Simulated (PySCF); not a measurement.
Vertical excitations of a molecule C5H4F2O from TDA-B3LYP/def2-SVPD run with PySCF, as energy in eV (oscillator strength): 4.36 (0.001), 5.71 (0.000), 5.94 (0.038), 6.01 (0.283), 6.37 (0.017), 6.51 (0.000). Lowest triplet (TDA): 4.01 eV. Geometry: PBE0-D3(BJ)/def2-SVP. Other conformers were not sampled.

Q: Which structure fits?
(A) C=C[C@]1(F)C=C(F)O1
(B) C=C1OCC1=C(F)F
(C) FC1=COCC(F)=C1
(D) C=C=COC=C(F)F

A: D, C=C=COC=C(F)F
